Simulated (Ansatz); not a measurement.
Steps of a relaxation of C₂H₆SeSi (`C1[SiH2]C[Se]1`) with RKS PBE0-D4/def2-TZVP.

```sh
$ ansatz run in.yaml --threads 4 --pin off --events-out ev --progress --plain --max-ram 10444MiB
```

```yaml
crystal:
  periodic: [false, false, false]
  atoms:
    - {symbol: C, position_ang: [-0.999886, 0.503846, -0.862313]}
    - {symbol: Si, position_ang: [-0.173932, -0.903750, 0.119607]}
    - {symbol: C, position_ang: [1.141240, 0.291018, 0.805390]}
    - {symbol: Se, position_ang: [0.648625, 1.616548, -0.614691]}
    - {symbol: H, position_ang: [-1.214014, 0.314334, -1.931648]}
    - {symbol: H, position_ang: [-1.875798, 0.987168, -0.385885]}
    - {symbol: H, position_ang: [0.442565, -1.920343, -0.800770]}
    - {symbol: H, position_ang: [-1.033948, -1.621035, 1.131517]}
    - {symbol: H, position_ang: [0.948861, 0.705928, 1.814623]}
    - {symbol: H, position_ang: [2.199287, -0.024915, 0.727269]}
basis:
  gaussian: {orbitals: def2-TZVP}
hamiltonian: {xc: pbe0, dispersion: d4}
relax: {f_tol: 0.005, max_steps: 150}
```

Positions (Å) and forces (eV/Å) along the path, 5 of 5 steps:

```xyz
10
step=1 energy=-75386.4135 eV
C    -1.000    0.504   -0.862   -0.165    0.008   -0.090
Si   -0.174   -0.904    0.120    0.085    0.318   -0.069
C     1.141    0.291    0.805    0.127   -0.023    0.141
Se    0.649    1.617   -0.615   -0.257   -0.531    0.260
H    -1.214    0.314   -1.932    0.145    0.111    0.574
H    -1.876    0.987   -0.386    0.502   -0.238   -0.242
H     0.443   -1.920   -0.801   -0.130    0.213    0.192
H    -1.034   -1.621    1.132    0.183    0.153   -0.214
H     0.949    0.706    1.815    0.086   -0.194   -0.566
H     2.199   -0.025    0.727   -0.576    0.183    0.013
10
step=2 energy=-75386.4598 eV
C    -0.998    0.496   -0.858   -0.006    0.004    0.018
Si   -0.173   -0.896    0.119    0.033    0.167   -0.022
C     1.135    0.284    0.804   -0.015    0.005    0.011
Se    0.636    1.593   -0.602   -0.037   -0.100    0.033
H    -1.201    0.316   -1.917    0.033    0.007    0.176
H    -1.858    0.983   -0.387    0.129   -0.101   -0.074
H     0.438   -1.903   -0.793   -0.028    0.052    0.043
H    -1.024   -1.608    1.121    0.040    0.031   -0.047
H     0.946    0.705    1.797    0.028   -0.092   -0.152
H     2.182   -0.020    0.719   -0.177    0.028    0.013
10
step=3 energy=-75386.4643 eV
C    -0.991    0.497   -0.854    0.001   -0.018   -0.003
Si   -0.172   -0.886    0.120    0.012    0.019   -0.013
C     1.130    0.286    0.799    0.001   -0.018   -0.003
Se    0.638    1.595   -0.603   -0.024   -0.034    0.027
H    -1.195    0.306   -1.905   -0.006    0.005   -0.032
H    -1.853    0.971   -0.387   -0.014    0.035    0.008
H     0.437   -1.889   -0.791    0.005   -0.016   -0.008
H    -1.020   -1.597    1.118   -0.007   -0.008    0.008
H     0.942    0.693    1.791    0.000    0.034    0.019
H     2.167   -0.028    0.715    0.032    0.001   -0.002
10
step=4 energy=-75386.4647 eV
C    -0.994    0.496   -0.855    0.003   -0.006    0.011
Si   -0.172   -0.887    0.119   -0.002    0.000    0.003
C     1.131    0.285    0.801   -0.012   -0.004    0.000
Se    0.636    1.591   -0.601    0.008    0.011   -0.008
H    -1.197    0.308   -1.907    0.002    0.001   -0.004
H    -1.853    0.976   -0.388   -0.002    0.001   -0.001
H     0.438   -1.891   -0.791    0.002    0.000   -0.003
H    -1.020   -1.599    1.117   -0.002   -0.004    0.002
H     0.944    0.698    1.792    0.001    0.001    0.002
H     2.170   -0.027    0.717    0.003    0.000   -0.003
10
step=5 energy=-75386.4647 eV
C    -0.994    0.496   -0.854   -0.002    0.000    0.001
Si   -0.172   -0.887    0.119    0.001    0.003   -0.001
C     1.131    0.285    0.801    0.000    0.000    0.003
Se    0.636    1.591   -0.602    0.001    0.000   -0.002
H    -1.196    0.308   -1.907   -0.001   -0.001    0.001
H    -1.853    0.976   -0.388    0.000   -0.001   -0.002
H     0.438   -1.891   -0.791    0.000    0.001    0.000
H    -1.020   -1.600    1.117    0.000   -0.001   -0.001
H     0.944    0.698    1.791    0.002   -0.001   -0.001
H     2.170   -0.027    0.716   -0.001   -0.001    0.001
```

It took 18 s on 4 threads of an Arm Neoverse V2 on a shared host, with 0.5 GiB of host memory at the peak.
